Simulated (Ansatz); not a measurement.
The same path of C₂H₉AlSi (13 atoms, charge 0, multiplicity 1) was run twice with different band settings. The coordinate that changes most is the dihedral H8–Si2–C3–Al4.

Level of theory: RHF/def2-SVPD in Ansatz 0.2.0.

Relaxed end points:

```xyz
13
Properties=species:S:1:pos:R:3
C -1.719 0.165 0.878
Si -0.374 -1.049 0.339
C 1.278 -0.188 0.049
Al 1.404 1.074 -1.450
H -1.444 0.671 1.807
H -1.900 0.935 0.123
H -2.663 -0.357 1.051
H -0.812 -1.723 -0.917
H -0.239 -2.106 1.377
H 1.538 0.337 0.978
H 2.032 -0.972 -0.099
H 1.995 0.606 -2.843
H 0.924 2.574 -1.278
```

```xyz
13
Properties=species:S:1:pos:R:3
C -1.850 0.093 0.563
Si -0.245 -0.890 0.747
C 0.961 -0.541 -0.654
Al 1.657 1.285 -0.901
H -1.666 1.169 0.591
H -2.349 -0.140 -0.381
H -2.544 -0.146 1.372
H -0.580 -2.340 0.805
H 0.395 -0.538 2.046
H 1.835 -1.196 -0.535
H 0.505 -0.850 -1.605
H 2.707 1.570 -2.052
H 1.193 2.489 0.018
```

Common settings: spring 5.0 eV/Å²; optimiser quadratic models (default); start path through a guess of the saddle point; force threshold 0.03 eV/Å; iteration limit 60; end points relaxed.

| run | movable images | climbing image |
| --- | --- | --- |
| 1 | 7 | yes |
| 2 | 8 | no |

(1) What does each run give, and how far can it be trusted?

## Answers

(1) Run 1: converged after 14 iterations, highest image 0.128 eV above the first end. A vibrational analysis at the climbing image gives 2 clearly imaginary modes (119i, 84i cm⁻¹): a point of higher order, so a lower path passes nearby.
Run 2: converged after 11 iterations, highest image 0.128 eV above the first end. No image climbed, so the highest image needn't sit at the top of the path.
